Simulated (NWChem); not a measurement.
Species: TiH2O2F2; SMILES [OH][Ti]([OH])([F])[F]

```xyz
7

Ti     0.0194     0.0100     0.0103
F      1.1165    -1.2364     0.5942
F      0.9005     1.5237    -0.1964
O     -1.2865     0.2479     1.2098
H     -2.2518     0.2802     1.0924
O     -0.6768    -0.4756    -1.5566
H     -0.6212    -1.2632    -2.1241
```
Atoms are numbered in this order, from 1.

All runs: NWChem. Medium grid unless said otherwise, to which SCAN and Minnesota functionals are sensitive. All runs use the structure optimised with PBE-D3(BJ)/def2-SVP.

Q: Order these by “orbital gap (eV)”, lowest first: PBE/def2-SVP; LC-wPBE (HJS exchange hole, range parameter 0.4 per bohr)/def2-SVP; B3LYP/def2-SVP; M05-2X/def2-SVP; MN15-L/def2-SVP.

A: PBE/def2-SVP (5.03), MN15-L/def2-SVP (6.07), B3LYP/def2-SVP (7.11), M05-2X/def2-SVP (10.83), LC-wPBE (HJS exchange hole, range parameter 0.4 per bohr)/def2-SVP (12.91)
